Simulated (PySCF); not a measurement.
Coordinates in bohr (charge 0 multiplicity 1):
```
Sb    0.0000   -0.5325    0.0000
O     0.0000   -3.9801    0.0000
Cl    4.4723   -0.1382    0.0000
Cl    0.0000    3.9369    0.0000
Cl   -4.4723   -0.1382    0.0000
```

Method: PBE0 in PySCF with Sb def2-SVP with ECP28, O def2-SVP, Cl def2-SVP; scalar-relativistic core potentials, no spin–orbit coupling; density-fitted integrals.

This geometry of SbOCl₃ is a stationary point at this level.

Question: What is the point group?

Answer: C2v.

Question: Is it a minimum?

Answer: No: it has 1 imaginary mode, at 107i cm⁻¹ (b1).

Question: Which band is strongest in the infrared?

Answer: 384 cm⁻¹ (b2), 107 km/mol.

Question: What are the dipole moment and the gap between the highest occupied and lowest empty levels?

Answer: 1.99 D and 3.61 eV.

This need not be the most stable arrangement of these atoms. At this level a singlet minimum of C3v symmetry lies 169 kJ/mol below this structure.
